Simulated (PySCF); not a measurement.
## Towards the basis-set limit for ZnBr

State: ²Σ⁺, doublet, unpaired electrons σ ↑. De refers to Zn + Br. ROHF-based CCSD(T) in PySCF 2.14 with Zn aug-cc-pVDZ-PP with ECP10, Br aug-cc-pVDZ-PP with ECP10 and Zn aug-cc-pVTZ-PP with ECP10, Br aug-cc-pVTZ-PP with ECP10 (frozen core orbitals: 13; scalar-relativistic core potentials). Correlation energies are extrapolated as n⁻³ (n = 2, 3), Hartree–Fock as (n+1)·exp(−9√n).

| Level | Re (Å) | ωe (cm⁻¹) | ωexe (cm⁻¹) | αe (cm⁻¹) | De (eV) |
| --- | --- | --- | --- | --- | --- |
| CCSD(T)/DZ | 2.2972 | 278.9 | 1.01 | 0.000423 | 1.585 |
| CCSD(T)/TZ | 2.2800 | 281.6 | 0.972 | 0.000423 | 1.669 |
| HF/CBS | 2.3098 | 283.5 | 0.776 | 0.000363 | 1.678 |
| MP2/CBS | 2.2467 | 297.6 | 0.856 | 0.000400 | 1.852 |
| CCSD/CBS | 2.2754 | 285.1 | 0.920 | 0.000411 | 1.661 |
| CCSD(T)/CBS | 2.2748 | 282.9 | 0.962 | 0.000424 | 1.699 |

Problem. How much is left between CCSD(T)/TZ and the basis-set limit, and how much do the triples give at the limit?

Solution. CCSD(T)/CBS less CCSD(T)/TZ: -5.2 mÅ in Re, +1.3 cm⁻¹ in ωe and +0.030 eV in De. CCSD(T)/CBS less CCSD/CBS: -0.6 mÅ in Re, -2.2 cm⁻¹ in ωe and +0.038 eV in De.

The T1 diagnostic is 0.023. The state was picked by a PBE0 search and need not be the measured ground state. Spin–orbit coupling, excitations beyond (T) and corrections to the Born–Oppenheimer picture are left out.

The whole job (state search and all basis sets along the bond) took about 27 min on 4 threads of Intel Xeon Platinum 8259CL @ 2.50GHz (shared host), peak memory 16 GiB.
